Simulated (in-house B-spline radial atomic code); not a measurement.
Configurations of the bromine ion Br³⁺, with energies counted from [Ar] 3d10 4s2 (4p1/2)2. Level of theory: Dirac-Hartree-Fock, average of each configuration as written, Fermi nucleus of rms radius 4.1629 fm; calculated with a B-spline radial code for spherical atoms. Energies include first-order Breit, QED and recoil terms.

Occupations are held fixed; configurations that lie above the ionisation limit could autoionise.

```tsv
configuration	E - E(ref) (eV)	highest orbital	its <r> (bohr)
[Ar] 3d10 4s2 (4p3/2)2	0.86157	4p3/2	1.79
[Ar] 3d10 4s2 (4p3/2)1 (4f5/2)1	31.911	4f5/2	4.26
[Ar] 3d10 4s1 (4p3/2)2 (5d3/2)1	46.648	5d3/2	5.26
[Ar] 3d10 4s1 (4p1/2)2 (8d3/2)1	54.958	8d3/2	17.6
[Ne] 3s2 (3p1/2)1 (3p3/2)4 3d10 4s2 (4p3/2)2 (5d3/2)1	228.68	5d3/2	5.136
[Ne] 3s2 (3p1/2)1 (3p3/2)4 3d10 4s2 (4p3/2)2 7s1	234.09	7s1/2	9.477
```

Question: Order these further configurations by energy, lowest first.
A. [Ar] 3d10 4s1 (4p1/2)2 (7p1/2)1
B. [Ar] 3d10 4s2 (4p1/2)1 (5g9/2)1
C. [Ar] (3d3/2)4 (3d5/2)5 4s2 (4p1/2)1 (4p3/2)1 (6d3/2)1
D. [Ar] (3d3/2)3 (3d5/2)6 4s2 (4p1/2)1 (4p3/2)1 (8f5/2)1
E. [Ar] (3d3/2)4 (3d5/2)5 4s2 (4p3/2)2 (4f5/2)1

Answer: B (36.399 eV), A (51.767 eV), E (104.59 eV), C (108.52 eV), D (115.05 eV).

Question: How far above the reference does [Ar] 3d10 4s2 (4p1/2)1 (5f5/2)1 lie?

Answer: 36.13 eV; its least bound orbital is 5f5/2 with <r> = 7.501 bohr.

Question: How far above the reference does [Ar] 3d10 4s2 (4p1/2)1 (4p3/2)1 lie?

Answer: -0.059609 eV; its least bound orbital is 4p3/2 with <r> = 1.789 bohr.

Question: Is the reference the lowest configuration at this level of theory?

Answer: No: [Ar] 3d10 4s2 (4p1/2)1 (4p3/2)1 lies 0.05961 eV lower. Averages of configurations without correlation can order differently from the measured ground levels.
